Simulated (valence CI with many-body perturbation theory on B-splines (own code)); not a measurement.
**E1 transitions of Mn¹⁹⁺**

Method: valence CI with perturbative core correlation (CI+MBPT): four valence electrons over a frozen Dirac-Fock core [He], a basis of 11 s, 11 p, 10 d, 8 f, 5 g, 2 h functions for each j, with the one-electron correlation potential Σ1, the two-electron term Σ2, the three-electron term Σ3, Breit, model QED; selected CI, second order for the rest, scaled by the run's own slope (own B-spline code, finite nucleus).

No measured levels were compared; by estimate levels of excited configurations hold to 0.05 to 0.15 % of their energy, terms of the ground configuration to about 0.5 %. Among the levels kept, up to 1000 cm⁻¹ of a level comes from second order outside the variational space, and about a tenth of that is noise between levels of different J, which matters for small intervals.

Lines 101 to 150 of 544 in falling wavelength, among levels below 8645.5 × 10³ cm⁻¹, chosen from the strongest by gf and those to the six lowest levels. Wavelengths and rates use the calculated energies, so an error of 500 cm⁻¹ moves a line at 44.38 nm by 0.22 % and its rate by three times that or more. Electric multipoles are in the length gauge, E1 and E2 with the static RPA response of the core. Weak lines are less certain than strong ones. Lines between different terms over intervals too small for the method are left out, as are lines whose strength nearly cancels. Where a level lies close to another of its J and parity, the split of strength between their lines is uncertain. The highest levels of a list are the least certain.

Names give the largest LS component (configuration and term), which can be under half, so a name can repeat, a term be missing and a line seem to break the LS rules; names also repeat where a configuration has a term twice. Letters in brackets count levels of one name in rising energy.

```csv
λ vac (nm),Upper,Lower,A (s⁻¹),S (a.u.)
44.38,2s²2p3d ³D°_3,2s²2p3p ³D_3,5.90e+08,1.78e-01
44.14,2s2p²3p ³D°_2 [b],2s2p²3s ³D_2,1.04e+09,2.21e-01
44.05,2s²2p3d ³P°_2 [b],2s²2p3p ³S_1,8.17e+08,1.72e-01
44.03,2s2p²3p ³P°_1 [d],2s2p²3s ³S_1 [b],1.45e+09,1.84e-01
43.90,2s2p²3d ¹G_4,2s2p²3p ¹F°_3,1.75e+09,6.59e-01
43.87,2s²2p3d ³P°_1,2s²2p3p ³S_1,1.27e+09,1.59e-01
43.34,2s2p²3p ³D°_3 [b],2s2p²3s ³D_3,2.05e+09,5.77e-01
42.92,2s2p²3d ¹F_3 [a],2s2p²3p ¹D°_2 [a],5.03e+08,1.37e-01
42.62,2s2p²3d ³D_1 [a],2s2p²3p ³P°_1 [a],1.35e+09,1.55e-01
42.55,2s2p²3d ³D_2 [a],2s2p²3p ³P°_2 [a],1.06e+09,2.01e-01
41.91,2s2p²3p ¹D°_2 [b],2s2p²3s ¹P_1,2.72e+09,4.94e-01
41.79,2s2p²3d ³D_2 [a],2s2p²3p ³P°_1 [a],1.05e+09,1.88e-01
41.45,2s2p²3d ³D_3 [a],2s2p²3p ³P°_2 [a],1.81e+09,4.46e-01
40.12,2s²2p3p ¹D_2,2s²2p3s ¹P°_1,3.03e+09,4.82e-01
40.08,2s2p²3p ⁵S°_2,2s2p²3s ⁵P_3,2.65e+09,4.21e-01
39.58,2s2p²3d ³D_3 [a],2s2p²3p ³D°_3 [a],6.95e+08,1.49e-01
39.08,2p³3p ³P_2 [b],2p³3s ³D°_3,3.14e+09,4.63e-01
38.37,2s2p²3p ³P°_1 [b],2s2p²3s ³D_2,1.97e+09,1.65e-01
37.52,2s2p²3p ³P°_2 [b],2s2p²3s ³D_3,2.31e+09,3.00e-01
37.12,2p³3p ³P_1 [b],2p³3s ³D°_1,1.93e+09,1.46e-01
37.10,2p³3p ³P_1 [b],2p³3s ³D°_2,2.87e+09,2.17e-01
36.37,2p³3p ³P_2 [b],2p³3s ³D°_2,9.08e+08,1.08e-01
36.31,2s2p²3p ³P°_2 [b],2s2p²3s ³D_2,1.40e+09,1.66e-01
35.53,2s2p²3p ¹P°_1 [c],2s2p²3s ¹P_1,4.44e+09,2.95e-01
34.26,2s2p²3p ⁵S°_2,2s2p²3s ⁵P_2,1.12e+09,1.11e-01
32.40,2s²2p3p ¹S_0,2s²2p3s ¹P°_1,5.94e+09,9.97e-02
31.63,2p³3p ³P_2 [a],2s2p²3p ³S°_1 [b],1.42e+09,1.11e-01
29.45,2p³3p ³P_2 [b],2p³3s ³S°_1,2.68e+09,1.69e-01
26.32,2p³3p ¹F_3,2s2p²3p ¹D°_2 [b],2.06e+09,1.30e-01
25.78,2s2p²3p ³D°_3 [b],2s2p²3s ³P_2 [a],1.58e+09,9.34e-02
24.69,2p³3p ³F_3,2s2p²3p ³P°_2 [d],1.56e+09,8.11e-02
22.39,2p³3p ³F_4,2s2p²3p ³D°_3 [c],2.96e+09,1.48e-01
22.23,2p³3s ³D°_3,2s2p²3s ³P_2 [b],5.84e+09,2.21e-01
21.56,2p³3s ¹D°_2,2s2p²3s ¹P_1,2.60e+09,6.44e-02
19.80,2p³3p ³F_2,2s2p²3p ³D°_1 [c],3.48e+09,6.68e-02
19.30,2p³3p ³D_3,2s2p²3p ³D°_2 [c],3.45e+09,8.58e-02
19.23,2p⁴ ³P_2,2s2p³ ³S°_1,5.77e+09,1.01e-01
19.03,2p⁴ ¹D_2,2s2p³ ¹P°_1,4.12e+09,7.00e-02
18.85,2s2p³ ³D°_3,2s²2p² ¹D_2,7.66e+08,1.77e-02
18.36,2p³3s ³D°_2,2s2p²3s ³S_1 [a],6.49e+09,9.91e-02
17.58,2s2p²3p ¹F°_3,2s²2p3p ¹D_2,6.86e+09,1.29e-01
16.77,2p³3p ³F_2,2s2p²3p ³D°_2 [b],4.36e+09,5.08e-02
16.72,2p⁴ ³P_1,2s2p³ ³S°_1,1.13e+10,7.83e-02
16.71,2p³3p ³D_1,2s2p²3p ³D°_1 [b],8.89e+09,6.14e-02
16.64,2p³3p ³F_3,2s2p²3p ³D°_3 [b],4.30e+09,6.84e-02
16.47,2p³3s ³P°_1,2s2p²3s ³S_1 [b],9.07e+09,6.00e-02
16.28,2p³3p ¹P_1,2s2p²3p ¹P°_1 [a],8.86e+09,5.66e-02
16.08,2s2p²3d ³G_5,2s²2p3d ³F°_4,3.07e+09,6.93e-02
16.03,2s2p²3s ³D_3,2s²2p3s ³P°_2,8.25e+09,1.17e-01
15.88,2p³3s ³P°_2,2s2p²3s ³P_2 [b],2.03e+10,2.00e-01
```
